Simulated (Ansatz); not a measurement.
A nudged elastic band was laid between two geometries of AlFH₆N₂S (11 atoms, charge 0, multiplicity 1).

Theory: RKS PBE-D4/def2-SVP in Ansatz 0.2.0.

```json
{
 "movable images": "9",
 "climbing image": "yes",
 "spring": "5.0 eV/Å²",
 "optimiser": "quadratic models (default)",
 "start path": "through a guess of the saddle point",
 "force threshold": "0.03 eV/Å",
 "iteration limit": "60",
 "end points": "relaxed"
}
```

Image 0:

```xyz
11
Properties=species:S:1:pos:R:3
Al -0.363 -0.183 -0.287
S 1.694 1.436 0.149
N 0.379 -1.669 -0.949
N -1.108 -0.159 1.348
H 1.184 2.086 -0.937
F -0.854 0.963 -1.450
H 1.017 2.246 1.012
H 0.752 -2.453 -0.411
H 0.424 -1.880 -1.947
H -1.659 0.630 1.696
H -1.466 -1.017 1.775
```

Image 10:

```xyz
11
Properties=species:S:1:pos:R:3
Al 0.108 0.110 -0.578
S 1.969 1.308 -0.211
N 0.365 -1.675 -0.692
N -0.818 0.296 1.243
H 1.479 2.367 -0.912
F -1.099 0.900 -1.484
H -0.212 0.913 1.805
H 1.238 -2.022 -1.100
H -0.385 -2.309 -0.985
H -1.753 0.724 1.189
H -0.892 -0.611 1.726
```

Task: Which bonds break or form, and what moves?

Result: Bonds broken: S2–H7. Bonds formed: N4–H7.

Task: What energy profile does the band end with?

Result: It converged. The highest image is number 0 of 0 to 10, 0.0 kcal/mol above the first end and 30.5 kcal/mol above the last; the last end lies 30.5 kcal/mol below the first. The highest image is an end point: on this band no image between the ends rises above it. The orbitals stay closed-shell, which can raise the energy where a bond breaks towards radicals; this wasn't checked here.

| image | path coordinate (Å) | energy (kcal/mol) | S2–H7 (Å) | N4–H7 (Å) |
| --- | --- | --- | --- | --- |
| 0 | 0.00 | 0.0 | 1.36 | 3.23 |
| 1 | 0.11 | 0.0 | 1.36 | 3.20 |
| 2 | 0.68 | -0.3 | 1.36 | 2.81 |
| 3 | 1.25 | -1.5 | 1.38 | 2.29 |
| 4 | 1.82 | -3.4 | 1.47 | 1.75 |
| 5 | 2.39 | -17.1 | 1.97 | 1.16 |
| 6 | 2.96 | -27.0 | 2.57 | 1.04 |
| 7 | 3.53 | -28.6 | 2.95 | 1.03 |
| 8 | 4.10 | -29.5 | 3.14 | 1.03 |
| 9 | 4.67 | -30.1 | 3.08 | 1.03 |
| 10 | 5.24 | -30.5 | 3.00 | 1.03 |

The band took 33 iterations and of the order of 8 core-minutes.

Run time: 4 min on 2 threads of AMD EPYC 9R45 96-Core Processor (Zen 5), on a shared host, peak memory 0.17 GiB.
